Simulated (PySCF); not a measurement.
HKO. Atoms are numbered in the order given.

```xyz
3

K      0.0000     0.0000    -0.7482
O      0.0000     0.0000     1.4735
H      0.0000     0.0000     2.4283
```

Geometry optimised at PBE0-D3(BJ)/def2-TZVPD. The isomer is the one that the SMILES or the coordinates give; other isomers of the formula were not compared.

Level of theory: TDDFT-CAM-B3LYP/def2-TZVPD (PySCF 2.14.0).

Vertical excitations; the highest root listed may be one member of a degenerate set. The molecule is in vacuum. State labels are in the subgroup C2v.

Q: Estimate the UV-visible absorptions. (An estimate is asked for; the answer gives what the named calculation found.)

A: 
```csv
state,symmetry,energy (eV),λ (nm),f,main pairs
S1,B1,3.50,354,0.014,HOMO→LUMO (degenerate set)
S2,B2,3.50,354,0.014,HOMO−1→LUMO (degenerate set)
S3,A2,4.83,256,0.000,"HOMO→LUMO+2, HOMO−1→LUMO+1 (degenerate set)"
S4,A1,4.83,256,0.000,"HOMO→LUMO+1, HOMO−1→LUMO+2 (degenerate set)"
S5,A2,4.85,255,0.000,"HOMO−1→LUMO+1 46 %, HOMO→LUMO+2 46 %"
S6,B1,4.87,254,0.044,HOMO→LUMO+3 (degenerate set)
S7,B2,4.87,254,0.044,HOMO−1→LUMO+3 (degenerate set)
S8,A1,4.95,251,0.001,"HOMO−1→LUMO+2 48 %, HOMO→LUMO+1 48 %"
S9,B1,5.93,209,0.000,"HOMO→LUMO+4, HOMO→LUMO+7 (degenerate set)"
S10,B2,5.93,209,0.000,"HOMO−1→LUMO+4, HOMO−1→LUMO+7 (degenerate set)"
T1,B1,3.45,359,0,HOMO→LUMO (degenerate set)
T2,B2,3.45,359,0,HOMO−1→LUMO (degenerate set)
T3,B1,4.78,259,0,"HOMO→LUMO+3, HOMO→LUMO+10 (degenerate set)"
T4,B2,4.78,259,0,"HOMO−1→LUMO+3, HOMO−1→LUMO+10 (degenerate set)"
```
Triplets are in the Tamm–Dancoff approximation, which puts them higher than full response would, so one can lie above its singlet here.
